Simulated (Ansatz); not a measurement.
H6IN3Zr (`[NH2][Zr]([NH2])([NH2])[I]`). Total charge 0; spin multiplicity 1. Zr, I: def2 effective core potential.

```xyz
11

N     0.548    0.736   -1.666
Zr    0.253   -0.370   -0.001
N     0.668    0.811    1.586
N    -1.716   -0.817    0.082
I     1.820   -2.660   -0.006
H     1.464    0.978   -2.025
H    -0.154    1.054   -2.319
H     0.930    1.786    1.567
H     0.737    0.470    2.537
H    -2.161   -1.506   -0.512
H    -2.389   -0.482    0.757
```

Question: List the harmonic frequencies (cm⁻¹, unscaled) at PBE0-D4/def2-TZVP in Ansatz. (An estimate is asked.)

Answer: The calculation gave: 93, 93, 123, 151, 152, 214, 266, 266, 334, 457, 475, 475, 501, 501, 503, 652, 652, 657, 1534, 1534, 1536, 3551, 3551, 3553, 3651, 3651, 3652.

Question: Is this a minimum?

Answer: Yes, all 27 modes are real.

Question: Give the ideal-gas thermochemistry at 298.15 K and 1 bar (rigid rotor, harmonic oscillator; point group C3, symmetry number 3).

Answer: Zero-point energy 196.1 kJ/mol; H(298) − E = 224.7 kJ/mol; entropy 408.9 J/(mol·K), of which translation 178.5, rotation 115.9, vibration 114.5; G(298) − E = 102.8 kJ/mol. Modes under 100 cm⁻¹ are hindered rotations or soft bends, so the harmonic entropy is rough.

Question: Rotational constants (cm⁻¹)?

Answer: 0.09011, 0.02319, 0.02319.
